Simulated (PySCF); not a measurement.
## Basis and Hamiltonian dependence of the electron affinity of I

I⁻ [Xe] (1S) → I [Kr] 4d10 5s2 5p5 (2P). Calculated with PySCF 2.14 from differences of total energies of unrestricted determinants, without spin-orbit coupling. Values in eV.

```csv
basis,Hamiltonian,functions,UHF,LDA,PBE0,MP2 (valence),CCSD(T) (valence),CCSD(T) (valence and next inner shell)
aug-cc-pVDZ-PP with ECP28MDF,ECP,32,2.397,3.549,3.300,3.144,3.093,n/a
aug-cc-pwCVDZ-PP with ECP28MDF,ECP,48,2.388,3.552,3.301,3.138,3.086,3.090
aug-cc-pVTZ-PP with ECP28MDF,ECP,55,2.301,3.499,3.235,3.196,3.152,n/a
def2-TZVPPD with the def2 core potential (28 electrons),ECP,59,2.311,3.512,3.244,3.152,3.105,3.130
"aug-cc-pVTZ-PP with one added diffuse shell each of d, f type with ECP28MDF",ECP,67,2.301,3.499,3.234,3.199,3.153,n/a
aug-cc-pVTZ-DK3,spin-free X2C,68,2.307,3.525,3.250,3.202,3.159,n/a
"x2c-TZVPPall with one added diffuse shell each of s, p, d, f type",spin-free X2C,76,2.333,3.539,3.274,3.198,3.158,3.181
def2-QZVPPD with the def2 core potential (28 electrons),ECP,91,2.293,3.504,3.234,3.257,3.229,n/a
aug-cc-pVQZ-PP with ECP28MDF,ECP,92,2.295,3.507,3.237,3.290,3.266,n/a
aug-cc-pwCVTZ-PP with ECP28MDF,ECP,96,2.289,3.499,3.228,3.191,3.145,n/a
aug-cc-pwCVTZ-DK3,spin-free X2C,109,2.293,3.512,3.237,3.196,3.150,n/a
"aug-cc-pwCVTZ-DK3 with one added diffuse shell each of s, p, d, f type",spin-free X2C,125,2.293,3.512,3.237,3.199,n/a,3.177
dyall-av2z,non-relativistic,130,2.500,3.638,3.409,3.229,3.164,n/a
aug-cc-pV5Z-PP with ECP28MDF,ECP,139,2.293,3.504,3.233,3.328,n/a,n/a
```

Extrapolation of CCSD(T) (valence) from aug-cc-pVTZ-PP with ECP28MDF and aug-cc-pVQZ-PP with ECP28MDF: the correlation parts are 0.850 and 0.971 eV; with the X⁻³ form and unrounded values, (4³ × 0.971 − 3³ × 0.850)/(4³ − 3³) = 1.059 eV, and adding the Hartree-Fock value 2.295 eV of the larger basis gives 3.354 eV.

Frozen in the all-electron rows: valence: [Kr] 4d10; valence and next inner shell: [Ar] 3d10; with a core potential, the same shells as far as they lie outside it.

Non-relativistic rows lack the scalar-relativistic shift.

Between the lowest levels the reference is 3.059 eV (measured; photodetachment measurements, as compiled on the Wikipedia data page of electron affinities); it includes spin-orbit coupling, which these numbers lack.
